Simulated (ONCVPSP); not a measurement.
# Logarithmic derivatives: potassium, ONCV

```json
{
 "Element": "potassium (K)",
 "Generator": "ONCVPSP 4.0.1",
 "Type": "optimised norm-conserving Vanderbilt (ONCV)",
 "Functional": "PBEsol",
 "Relativity": "scalar-relativistic",
 "Frozen core": "[Ne]",
 "Valence charge": "9",
 "Reference configuration": "3s2 3p6 4s1",
 "Partial waves": "3s+4s: rc 2.15 bohr, ncon 3, nbas 8, qcut 5.9 1/bohr, 2 projectors; 3p: rc 2.15 bohr, ncon 5, nbas 9, qcut 5 1/bohr, 3 projectors, debl 2.8 Ha; d scattering state at 0.44 Ha: rc 1.90 bohr, ncon 5, nbas 9, qcut 4.7 1/bohr, 2 projectors, debl 0.9 Ha",
 "Local potential": "polynomial inside 1.80 bohr (lpopt 2, dvloc0 3 Ha)",
 "Core correction": "none"
}
```

The phase is arctan(r·R′/R) of the radial function R(r), unwrapped; energies in Ha, scanned from -3 to 5 Ha. A pole is an energy at which the radial function vanishes at the test radius. The pseudo phase is shifted by a multiple of π to meet the all-electron one at the reference energy, and phase errors are pseudo minus all-electron; the curves can meet again beyond the range given. Levels narrower than the energy grid can be missing from the lists of poles.

| channel | radius (bohr) | reference energy (Ha) | poles, all-electron | poles, pseudo | unbroken range about the reference energy with phases within 0.05 rad | phase error 1 Ha above the reference energy (rad) |
| --- | --- | --- | --- | --- | --- | --- |
| s | 2.18 | -0.08 | -1.08, 3.54 | -1.08, 3.47 | the whole range | -0.002 |
| p | 2.18 | -0.69 | -0.37, 3.98 | -0.37, 3.98 | the whole range | -0.000 |
| d | 1.93 | 0.44 | 0.96 | 0.96 | the whole range | +0.000 |

Phases in the d channel:

| E (Ha) | all-electron | pseudo |
| --- | --- | --- |
| -2.98 | 1.303 | 1.304 |
| -2.76 | 1.290 | 1.290 |
| -2.54 | 1.274 | 1.274 |
| -2.32 | 1.256 | 1.256 |
| -2.10 | 1.234 | 1.235 |
| -1.88 | 1.208 | 1.208 |
| -1.66 | 1.175 | 1.176 |
| -1.44 | 1.133 | 1.133 |
| -1.22 | 1.076 | 1.077 |
| -1.00 | 0.996 | 0.996 |
| -0.78 | 0.872 | 0.873 |
| -0.56 | 0.665 | 0.666 |
| -0.34 | 0.290 | 0.290 |
| -0.12 | -0.304 | -0.303 |
| 0.10 | -0.852 | -0.852 |
| 0.32 | -1.177 | -1.177 |
| 0.54 | -1.365 | -1.365 |
| 0.76 | -1.487 | -1.487 |
| 0.98 | -1.580 | -1.580 |
| 1.20 | -1.660 | -1.660 |
| 1.42 | -1.739 | -1.739 |
| 1.64 | -1.828 | -1.828 |
| 1.86 | -1.945 | -1.944 |
| 2.08 | -2.120 | -2.119 |
| 2.30 | -2.426 | -2.420 |
| 2.52 | -2.970 | -2.953 |
| 2.74 | -3.606 | -3.583 |
| 2.96 | -4.012 | -3.994 |
| 3.18 | -4.230 | -4.215 |
| 3.40 | -4.358 | -4.345 |
| 3.62 | -4.441 | -4.429 |
| 3.84 | -4.500 | -4.489 |
| 4.06 | -4.545 | -4.533 |
| 4.28 | -4.580 | -4.568 |
| 4.50 | -4.609 | -4.596 |
| 4.72 | -4.634 | -4.620 |
| 4.94 | -4.656 | -4.641 |
